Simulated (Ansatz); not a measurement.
The cluster Ta₃⁺. The state is a triplet with charge 1. Geometry PBE-D4/def2-TZVP; atoms count from 1.

| atom | x (Å) | y (Å) | z (Å) |
| --- | --- | --- | --- |
| Ta1 | -0.3712 | -0.2456 | 1.3439 |
| Ta2 | 0.8448 | 1.0918 | -0.3129 |
| Ta3 | -0.4737 | -0.8462 | -1.0310 |

In the def2 sets Ta takes a core potential; there is no spin–orbit coupling. The charge 1 triplet is spin-contaminated (final ⟨S²⟩ up to 2.53, 2.00 for a pure state). The structure comes from a short search, and lower isomers may exist.

(1) Estimate the Mulliken populations from the PBE0/def2-TZVP orbitals of Ansatz.

(2) Where does the spin sit?

(3) And the Mayer bond orders between bonded heavy atoms (over 0.3)?

## Answers

(1) 
```json
{"atom": "Ta1", "charge (e)": "0.34", "spin (α − β)": "-0.32", "d electrons": "3.51"}
{"atom": "Ta2", "charge (e)": "0.33", "spin (α − β)": "1.16", "d electrons": "3.54"}
{"atom": "Ta3", "charge (e)": "0.33", "spin (α − β)": "1.16", "d electrons": "3.54"}
```
Mulliken values and Mayer orders depend strongly on the basis.

(2) Summed by element: Ta 2.00, of 2 unpaired in all. Largest on single atoms: Ta2 1.16, Ta3 1.16, Ta1 -0.32.

(3) Ta1–Ta2 2.44 (2.45 Å); Ta1–Ta3 2.44 (2.45 Å); Ta2–Ta3 2.54 (2.45 Å).
